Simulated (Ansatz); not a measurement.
COS, charge -1, doublet, geometry from GFN2-xTB (a state made from the parent by changing its charge; the spin is typed, not shown lowest) (a gas-phase anion, which may not be bound at this level). Base run: CCSD(T)/def2-TZVP (Ansatz, a first-principles code).

Input for Ansatz:
Ansatz 0.2 input:
```yaml
crystal:
  periodic: [false, false, false]
  atoms:
    - {symbol: O, position_ang: [-1.64907801, -0.03336150, -0.05941692]}
    - {symbol: C, position_ang: [-0.52949391, 0.41701461, 0.12119998]}
    - {symbol: S, position_ang: [1.02309922, -0.13969972, -0.01574153]}
basis:
  gaussian:
    orbitals: def2-TZVP
total_charge: -1
magnetization: {spin_polarized: true, initial_magnetization: 1}
correlation: {method: ccsd_t}
```

Each row names what was changed in the base input (with any setting that the change needs).

```
change                         ΔE vs base (mEh)  MP2 correlation (Eh)  CC correlation without the perturbative part (Eh)  basis functions  core-seconds (rough)
-----------------------------  ----------------  --------------------  -------------------------------------------------  ---------------  --------------------
base                                      0.000              -0.53896                                           -0.55259               99                    10
method = mp2                             42.805              -0.53896                                                  -               99                     1
method = ccsd                            29.170              -0.53896                                           -0.55259               99                    10
diis_vectors = 2                          0.000              -0.53896                                           -0.55259               99                    10
method = rpa                            -21.721                     -                                                  -               99                     1
electrons = outside_noble_gas             0.000              -0.53896                                           -0.55259               99                    20
method = bccd_t                          -0.447              -0.53896                                           -0.55058               99                    10
method = bccd                            31.180              -0.53896                                           -0.55058               99                    10
reference functional = pbe0               3.212                     -                                           -0.56861               99                    10
accuracy = high                          -0.001              -0.53896                                           -0.55259               99                    40
```

A gas-phase anion may not be bound at this level; its values then depend on the basis.
